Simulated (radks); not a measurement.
Spherical quantum dot in the effective-mass picture: electrons in a parabolic well V = omega^2 r^2 / 2 with omega = 0.192, all in effective atomic units (hartree* = m*/eps^2 hartree, bohr* = eps/m* bohr), one dielectric constant everywhere. Method: non-relativistic Kohn-Sham, exchange-only LDA, spin-polarised, spherical densities; computed with a radial shooting solver with Libxc functionals. Levels are named by radial order and angular momentum (1s, 1p, 1d, 2s, ...), and open shells are averaged over m. Results are scaled to m* = 0.036 and eps = 10.2, for which hartree* = 9.416 meV and bohr* = 14.99 nm. Each electron was tried in the lowest free levels, single moves between levels near the top were tried too, and the lowest total energy was kept; such a search can miss a lower state. At N = 1 the Hartree and exchange-correlation terms need not cancel, so that row can carry a self-interaction error.

\begin{tabular}{lrrrrrrr}
N & open shells & 2S & E (meV) & mu = E(N) - E(N-1) (meV) & addition energy mu(N+1) - mu(N) (meV) & e(HOMO) (meV) & rms radius (nm) \\ \hline
1 & 1s(up 1, down 0) & 1 & 2.94739 & 2.9474 & 2.996 & 4.0954 & 42.82 \\
2 & none & 0 & 8.89035 & 5.9430 & 3.081 & 6.8514 & 48.58 \\
3 & 1p(up 1, down 0) & 1 & 17.9138 & 9.0235 & 1.707 & 9.8746 & 55.54 \\
4 & 1p(up 2, down 0) & 2 & 28.6441 & 10.730 & 1.687 & 11.581 & 60.09 \\
5 & 1p(up 3, down 0) & 3 & 41.0613 & 12.417 & 2.227 & 13.245 & 63.70 \\
6 & 1p(up 3, down 1) & 2 & 55.7056 & 14.644 & 1.428 & 15.351 & 67.09 \\
7 & 1p(up 3, down 2) & 1 & 71.7781 & 16.072 & 1.442 & 16.795 & 70.01 \\
8 & none & 0 & 89.2926 & 17.515 & 2.302 & 18.231 & 72.64 \\
9 & 1d(up 1, down 0) & 1 & 109.109 & 19.816 & 1.312 & 20.474 & 75.57 \\
10 & 1d(up 2, down 0) & 2 & 130.237 & 21.128 & 1.297 & 21.779 & 78.18 \\
11 & 1d(up 3, down 0) & 3 & 152.661 & 22.425 & 1.278 & 23.067 & 80.55 \\
12 & 1d(up 4, down 0) & 4 & 176.364 & 23.703 & 1.259 & 24.336 & 82.73 \\
13 & 1d(up 5, down 0) & 5 & 201.326 & 24.962 & 1.638 & 25.584 & 84.77 \\
14 & 1d(up 5, down 0) 2s(up 1, down 0) & 6 & 227.925 & 26.599 & 1.268 & 27.198 & 86.76 \\
15 & 1d(up 5, down 2) & 3 & 255.792 & 27.867 & 1.100 & 28.391 & 88.62 \\
16 & 1d(up 5, down 3) & 2 & 284.759 & 28.967 & 1.146 & 29.541 & 90.39 \\
17 & 1d(up 5, down 4) & 1 & 314.872 & 30.113 & 1.134 & 30.682 & 92.07 \\
18 & none & 0 & 346.119 & 31.247 & 1.306 & 31.810 & 93.68 \\
19 & 2s(up 1, down 0) & 1 & 378.672 & 32.553 & 1.352 & 33.108 & 95.27 \\
20 & none & 0 & 412.577 & 33.905 & 1.373 & 34.439 & 96.82 \\
21 & 1f(up 1, down 0) & 1 & 447.856 & 35.279 & 1.048 & 35.804 & 98.40 \\
22 & 1f(up 2, down 0) & 2 & 484.182 & 36.327 & 1.040 & 36.848 & 99.91 \\
23 & 1f(up 3, down 0) & 3 & 521.549 & 37.366 & 1.031 & 37.883 & 101.4 \\
24 & 1f(up 4, down 0) & 4 & 559.946 & 38.397 & 1.021 & 38.909 & 102.8 \\
25 & 1f(up 5, down 0) & 5 & 599.364 & 39.418 & 1.012 & 39.926 & 104.1 \\
26 & 1f(up 6, down 0) & 6 & 639.794 & 40.431 & 1.003 & 40.934 & 105.4 \\
27 & 1f(up 7, down 0) & 7 & 681.228 & 41.434 & 1.336 & 41.932 & 106.7 \\
28 & 1f(up 7, down 1) & 6 & 723.998 & 42.770 & 0.9615 & 43.252 & 108.0 \\
29 & 1f(up 7, down 2) & 5 & 767.730 & 43.732 & 0.9563 & 44.211 & 109.2 \\
30 & 1f(up 7, down 3) & 4 & 812.418 & 44.688 & 0.9505 & 45.164 & 110.4 \\
31 & 1f(up 7, down 4) & 3 & 858.056 & 45.638 & 0.9444 & 46.112 & 111.5 \\
32 & 1f(up 7, down 5) & 2 & 904.639 & 46.583 & 0.9381 & 47.053 & 112.6 \\
33 & 1f(up 7, down 6) & 1 & 952.160 & 47.521 & - & 47.988 & 113.8 \\
\end{tabular}

All shells are closed at N = 2, 8, 18, 20 (there: 1s2 1p6 1d10 2s2); the second difference of the energy has clear peaks (12 % above both neighbours; the first and last values, which can be the largest, are not judged, and half-filled shells can peak too) at N = 5, 8, 13, 27.
